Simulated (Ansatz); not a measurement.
Ansatz (a first-principles code) input (B3LYP-D3(BJ)/def2-TZVP):

Ansatz 0.2 input:
```yaml
crystal:
  periodic: [false, false, false]
  atoms:
    - {symbol: N, position_ang: [1.82339550, 0.31271381, -0.22683098]}
    - {symbol: C, position_ang: [0.58266080, 0.08558718, 0.49518032]}
    - {symbol: C, position_ang: [-0.53522333, -0.26212191, -0.48710807]}
    - {symbol: N, position_ang: [-1.73752971, -0.63098587, 0.24107926]}
    - {symbol: H, position_ang: [2.57702767, 0.51197596, 0.42140380]}
    - {symbol: H, position_ang: [1.72828153, 1.11189390, -0.84562466]}
    - {symbol: H, position_ang: [0.26556833, 0.95029703, 1.10562379]}
    - {symbol: H, position_ang: [0.73087692, -0.76193010, 1.16784399]}
    - {symbol: H, position_ang: [-0.22044884, -1.12232761, -1.08192415]}
    - {symbol: H, position_ang: [-0.68300751, 0.58912178, -1.17605170]}
    - {symbol: H, position_ang: [-2.47503796, -0.89089385, -0.40435261]}
    - {symbol: H, position_ang: [-2.07041206, 0.15536495, 0.79026711]}
basis:
  gaussian:
    orbitals: def2-TZVP
hamiltonian:
  xc: b3lyp
  dispersion: d3bj
relax: {f_tol: 0.002, max_steps: 150}
```

End of the output:

```
reference -5186.50644649 eV, -190.6005963680 hartree; 17, 17 occupied and 155, 155 virtual orbitals, 1022 factors
Total energy: -5186.83177667 eV, -190.6125520317 hartree
Atom 0 at     1.819291     0.363060    -0.250581 Å, force     0.000498     0.000352     0.000329 eV/Å
Atom 1 at     0.592361     0.063516     0.486917 Å, force    -0.000498     0.000737     0.000175 eV/Å
Atom 2 at    -0.532593    -0.284658    -0.476631 Å, force     0.000008     0.000841    -0.000267 eV/Å
Atom 3 at    -1.759871    -0.582919     0.260808 Å, force    -0.000518     0.000001    -0.000306 eV/Å
Atom 4 at     2.600176     0.485307     0.381915 Å, force    -0.000033    -0.000404     0.000217 eV/Å
Atom 5 at     1.722862     1.225797    -0.774039 Å, force    -0.000465     0.000485    -0.000903 eV/Å
Atom 6 at     0.257737     0.884893     1.141179 Å, force    -0.000080    -0.000251    -0.000299 eV/Å
Atom 7 at     0.775924    -0.797176     1.132313 Å, force     0.000204    -0.001025     0.000538 eV/Å
Atom 8 at    -0.243006    -1.171444    -1.042999 Å, force     0.000375    -0.001031    -0.000437 eV/Å
Atom 9 at    -0.642326     0.535076    -1.205113 Å, force     0.000201    -0.000124     0.000300 eV/Å
Atom 10 at    -2.481439    -0.924246    -0.361775 Å, force     0.000214    -0.000360    -0.000231 eV/Å
Atom 11 at    -2.122964     0.251489     0.707511 Å, force     0.000094     0.000779     0.000884 eV/Å
Dipole moment:    -0.103329     0.381621    -0.017259 e Å
```
